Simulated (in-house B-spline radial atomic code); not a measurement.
Lu²⁺. Computed with a B-spline radial atomic code. Model: all-electron spherical atom, spin shells full or empty, radial basis limit, no spin-orbit coupling, Breit or QED, empty-state partial waves extrapolated as (l+1/2)^-4, RPA, G0W0 and static COHSEX of the highest shell as one setting changes (uncorrelated shells keep exact exchange).

Without the two-electron picture change, core correlation of heavy ions comes too large.

Given: element Lu; charge 2; filled core Xe; hamiltonian one-electron scalar X2C; mean-field start PBE0; highest l of empty states 9; nuclear rms radius 5.37 fm; highest mean-field shell 6s up.

Shell: 4f 7 7, 6s 1 0 (electrons up and down).

```csv
natural log step of frequency grid,RPA correlation energy (hartree),G0W0 level (eV),G0W0 minus most complete (meV),RPA minus most complete (millihartree),linearised minus solved G0W0 (meV)
0.25,-6.3158,-21.475,0,0,31.8
0.4,?,?,?,?,?
0.6,-6.3158,-21.475,0,0,31.8
0.9,-6.3158,-21.475,-0.1,0,31.7
1.3,?,?,?,?,?
1.8,-6.3382,-21.466,9.5,-22.4,33.3
2.5,-6.3176,-21.433,42.2,-1.8,34.4
3.5,-6.2978,-21.459,15.9,18,79.7
```

**Question.** What follows for natural log step of frequency grid = 0.4?

**Answer.** RPA correlation energy -6.3158 hartree; G0W0 level -21.475 eV; G0W0 minus most complete 0 meV; RPA minus most complete 0 millihartree; linearised minus solved G0W0 31.8 meV.

**Question.** What follows for natural log step of frequency grid = 1.3?

**Answer.** RPA correlation energy -6.3167 hartree; G0W0 level -21.475 eV; G0W0 minus most complete 0.3 meV; RPA minus most complete -0.9 millihartree; linearised minus solved G0W0 34 meV.
